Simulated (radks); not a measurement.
Isoelectronic series with 7 electrons, all held in the configuration [He] 2s2 2p3, which need not be the ground one along the series. Calculated with a radial shooting solver on a logarithmic mesh with Libxc functionals: non-relativistic Kohn-Sham, PBEsol, spin-unpolarised, spherical densities, point nucleus. Total energies (hartree) and mean radii <r> (bohr):

ion    E (hartree)      2p      2s       1s
N        -54.20997   1.484   1.324   0.2304
O+       -74.09116   1.110   1.088   0.2001
F2+      -97.23759  0.8967  0.9206   0.1768
Ne3+    -123.64245  0.7550  0.7977   0.1583
Mg5+    -186.21632  0.5759  0.6295   0.1308
Al6+    -222.38257  0.5154  0.5695   0.1204
Si7+    -261.80068  0.4665  0.5200   0.1115
P8+     -304.47021  0.4262  0.4784   0.1038
S9+     -350.39083  0.3924  0.4430  0.09711
Cl10+   -399.56231  0.3636  0.4125  0.09122
Ar11+   -451.98450  0.3387  0.3859  0.08601
K12+    -507.65725  0.3171  0.3625  0.08135
